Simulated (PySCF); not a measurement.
**Static response to an electric field**

C5H6O5.
Cartesian coordinates in Å at the GFN2-xTB level; atoms count from 1:
```
atom  x, y, z in Å
C1    -3.0480    0.4510    0.2611
C2    -1.9938   -0.3392   -0.4475
O3    -2.1218   -1.0152   -1.4135
O4    -0.7907   -0.1972    0.2413
C5     0.4101   -0.5219   -0.3100
O6     0.6164   -0.7721   -1.4510
C7     1.4761   -0.4761    0.7838
O8     2.7698   -0.5512    0.2119
C9     3.1513    0.5165   -0.4818
O10    2.5398    1.5353   -0.5919
H11   -3.0539    0.1905    1.3166
H12   -4.0172    0.2521   -0.1856
H13   -2.8118    1.5099    0.1765
H14    1.3694   -1.3424    1.4393
H15    1.3546    0.4496    1.3576
H16    4.1422    0.3193   -0.9181
```

Level: PBE0/def2-SVPD (PySCF), static field, nuclei fixed, core orbitals frozen in the response. The polarisability tensor in these axes (au):

```
x   91.32 -1.03 -2.67
y   -1.03 65.37  2.43
z   -2.67  2.43 69.43
```

Question: Diagonalise the tensor; give its mean and Δα, where Δα² is half the sum of the squared differences of the eigenvalues.

Answer: Principal values 64.24, 70.18 and 91.71 au; mean 75.37 au = 11.17 Å³ = 12.43 × 10⁻⁴⁰ C²·m²/J; Δα = 25.04 au (33 % of the mean).

Question: What is the dipole moment, and where does it point?

Answer: (-0.77, 0.24, 4.24) D, 4.32 D in size, pointing from the negative to the positive side. Measured along this direction, the outermost atoms are H16 and O6 at the negative end and H11 at the positive end.

Question: Rayleigh depolarisation ratio (linearly polarised light, static tensor)?

Answer: ρ = 3Δα²/(45ᾱ² + 4Δα²) = 1880.4/(255662 + 2507.3) = 0.00728.

Question: In a dilute gas of rigid molecules at 273 K, how does the orientational term μ²/3kT compare with the electronic polarisability?

Answer: In Gaussian units μ²/3kT = 164.89 Å³ against 11.17 Å³, a ratio of 14.76; the Debye molar polarisation (4π/3)N_A(α + μ²/3kT) is 444.1 cm³/mol, leaving out the vibrational part.

Question: Give the eigenvalues of the traceless quadrupole moment Θ = ½Σq(3rr − r²1), origin at the centre of nuclear charge.

Answer: -15.72, -1.68, 17.40 D·Å. The values depend on the origin, since the dipole doesn't vanish. The electronic extent ⟨r²⟩ about the same centre is 1721 bohr², a root-mean-square distance of 2.52 Å for the 76 electrons.

Question: Directions of the eigenvectors, and the extent of the frame along each?

Answer: Largest value along (0.99, -0.05, -0.12), where the nuclei span 8.17 Å; middle along (0.13, 0.42, 0.90), 3.57 Å; least along (-0.01, 0.90, -0.43), 3.46 Å. 

The structure is a single GFN2-xTB conformer in the gas phase; no vibrational or solvent corrections.
